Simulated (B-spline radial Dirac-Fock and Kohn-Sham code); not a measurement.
Z = 24 (chromium), transition energy 26.2 keV. Model: a Dirac-Hartree-Slater potential of the neutral atom with a Latter tail (no hole, which puts coefficients of high multipoles low close above an edge), finite nucleus with surface currents. Program: a B-spline atomic structure program. Subshells that would emit electrons below 1 keV are left out.

**Question.** A pure transition shows α(K) = 1390, L1/L2 = 0.478 and L1/L3 = 0.280. What is its multipolarity?
A. E4
B. M2
C. M1
D. M4
E. E3
F. E2
G. M3
H. E1

**Answer.** E. For comparison, α(K), L1/L2, L1/L3 are E1 1.86, 14.9, 8.11; E2 56.5, 2.32, 1.33; E4 33200, 0.140, 0.0825; M1 0.965, 20.0, 46.2; M2 34.1, 11.0, 6.68; M3 988, 6.92, 1.72; M4 28000, 4.88, 0.784.

Values without a named source are computed, but for edge energies of neutral atoms, which are taken from tables.
